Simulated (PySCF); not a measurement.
NMR data simulated for an unnamed compound:

¹H NMR (500 MHz, computed): δ 6.91 (m, 1H), 5.79 (m, 1H), 5.73 (m, 2H), 2.17 (s, 1H).

¹³C{¹H} NMR (computed): δ 159.2 (CH), 113.5 (CH), 94.6 (C), 86.5 (CH2), 84.6 (CH), 73.0 (C), 72.9 (C).

PySCF 2.14.0 with density-fitted response routines calculation with shieldings: GIAO PBE0/pcSseg-1 and GFN2-xTB geometry; one averaged value for each set of equivalent atoms, no solvent model, a single conformation, non-relativistic.

Scale: ¹H (31.72 ppm), ¹³C (186.93 ppm) vs TMS (reference shieldings calculated alike).

Q: Which of these does the molecule contain: a non-aromatic C=C double bond, a tert-butyl group, a benzene ring, a three-membered ring, a C≡C triple bond?

A: 
- A non-aromatic C=C double bond: yes.
- A tert-butyl group: no.
- A benzene ring: no.
- A three-membered ring: no.
- A C≡C triple bond: yes (δC 84.6, 72.9; δH 2.17 (s)).

The data belong to `C(/C#CC#C)=C/CF`, C$_{7}$H$_{5}$F; they needn't prove each group on their own.

Carbon signals by region: 2 in the sp2 and nitrile region (100–160 ppm), 5 at 50–100 ppm.

Splittings by ¹⁹F in the carbon and heteronuclear signals aren't shown, as no couplings were computed. Shifts are as computed. Against solution values, carbons near 30 ppm lie about +3 ppm off and those near 130 ppm about +5 ppm. Of 1309 compounds with measured shifts, 239 miss one by over three times the rms of a fit or turn the order of signals round; such compounds aren't used in these exercises. No couplings were computed; multiplicities are counted from neighbouring protons, with m where these are inequivalent, close in shift, in a saturated or five-membered ring or joined by F or P, and br s for small geminal =CH2 splittings.
